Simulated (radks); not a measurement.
Values are calculated unless marked as measured or tabulated.
Numerical settings for neutral rhodium, [Kr] 4d8 5s1. Code: a radial shooting solver on a logarithmic mesh with Libxc functionals. Model: scalar-relativistic Kohn-Sham, PBE, spin-polarised, spherical densities, point nucleus; open shells are filled with parallel spins first (spin-orbit coupling, left out, can overturn this in heavy ions). The defaults (mesh step 0.008 in ln r, mesh end at 40 bohr or more with all orbitals vanishing there, Anderson mixing 0.5 over 9 steps, residual threshold near 1e-9 with the energy settled to 1e-9 hartree or 1e-11 of itself, here a cap of 57 iterations) give E = -4784.1545 hartree and 5s at -4.762 eV in 14 iterations. Run on one thread of a shared host, so times are rough (Arm Neoverse V2): 0.2 s of CPU time, 0.2 s wall, 14 iterations on 2725 mesh points. Changes against that run (0 stands for a change within the tolerance of the run):

| setting | iterations | converged | E (mhartree) | e(5s) (meV) | CPU (s) |
|---|---|---|---|---|---|
| mesh step in ln r 0.012 | 14 | yes | 0 | 0 | 0.14 |
| mesh step in ln r 0.02 | 14 | yes | 0 | 0 | 0.09 |
| mesh step in ln r 0.03 | 14 | yes | +0.000732 | 0 | 0.06 |
| mesh end (bohr) 5 | 14 | yes | +93.3 | +2.71e+03 | 0.19 |
| mesh end (bohr) 400 | 14 | yes | 0 | 0 | 0.21 |
| residual threshold 0.001 | 10 | yes | 0 | +0.568 | 0.17 |
| residual threshold 1e-05 | 11 | yes | 0 | -0.0066 | 0.18 |
| mixing 1.5 | 16 | yes | 0 | 0 | 0.23 |
| linear mixing, mixing 0.5 | 30 | yes | 0 | 0 | 0.34 |
| linear mixing, mixing 0.8 | 57 | no | +6.11e+03 | -7.58e+04 | 1.4 |
| mixing history 3 | 19 | yes | 0 | 0 | 0.25 |
| iteration cap 5 | 5 | no | -0.0226 | +73.2 | 0.09 |

Settings that end as converged yet miss the energy by more than 1 mhartree: mesh end (bohr) 5 (+0.0933 hartree). A mesh that ends early acts as a hard wall.
